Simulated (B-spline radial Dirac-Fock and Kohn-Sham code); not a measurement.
Cd²⁺ 4p1/2: cross section and angular parameters

System: Cd²⁺, 1s2 2s2 2p6 3s2 3p6 3d10 4s2 4p6 4d10; threshold 97.83 eV (orbital energy of the model). Model: Dirac-Hartree-Slater photoionisation with a Latter tail; cross sections with all multipoles, angular parameters from the dipole term and its interference with E2. Program: a B-spline atomic structure program.

```
hν (eV)  σ (kb)      β       γ       δ
    121     154  0.159   0.502  -0.072
    124     146  0.049   0.548  -0.082
    175     108  0.083  -0.078   0.021
    184     107  0.205  -0.086   0.030
    189     106  0.270  -0.081   0.033
    200     105  0.403  -0.058   0.037
    259    96.3  0.899   0.119   0.033
    263    95.6  0.923   0.129   0.032
    306    87.6  1.126   0.200   0.025
    526    52.3  1.532   0.180   0.005
    713    34.9  1.630   0.080   0.001
    800    29.5  1.653   0.045   0.000
    903    24.5  1.670   0.014   0.000
   1000    20.8  1.679  -0.005  -0.001
   2000    5.88  1.658   0.068   0.001
   2050    5.60  1.655   0.078   0.001
   3750    1.52  1.547   0.451   0.011
   4000    1.31  1.532   0.504   0.014
   4140    1.21  1.524   0.533   0.015
   4840   0.830  1.483   0.672   0.021
   6000       ?      ?       ?       ?
 8047.8   0.225  1.328   1.175   0.057
   8330   0.205  1.316   1.211   0.061
   8770   0.179  1.299   1.264   0.066
   8900   0.172  1.293   1.280   0.068
   9350   0.150  1.276   1.331   0.073
  15000  0.0391  1.098   1.827   0.143
```

Question: Give the values at 6000 eV.

Answer: σ = 0.486 kb, β = 1.422, γ = 0.877, δ = 0.034.

Values without a named source are computed, but for edge energies of neutral atoms, which are taken from tables.
